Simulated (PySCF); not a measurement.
Delta-SCF ions had no search for a lower state. 

**H3Al, SMILES `[AlH3]` (charge 0, multiplicity 1)**

Calculation: CAM-B3LYP-D3(BJ)/def2-TZVP in PySCF.

```
Item                                                           Value
--------------------------------------  ----------------------------
HOMO                                                       -10.02 eV
dipole moment                                                 0.00 D
HOMO–LUMO gap                                                9.18 eV
LUMO                                                        -0.84 eV
vertical ionisation energy (Delta-SCF)                      11.35 eV
total energy                                             -6645.20 eV
cost                                    very roughly 12 core-seconds
```

Bonds (Å): Al1–H2 1.576, Al1–H3 1.576, Al1–H4 1.576. Bond angles (°): H2–Al1–H3 120.0, H2–Al1–H4 120.0, H3–Al1–H4 120.0.
Charge 0, spin multiplicity 1.
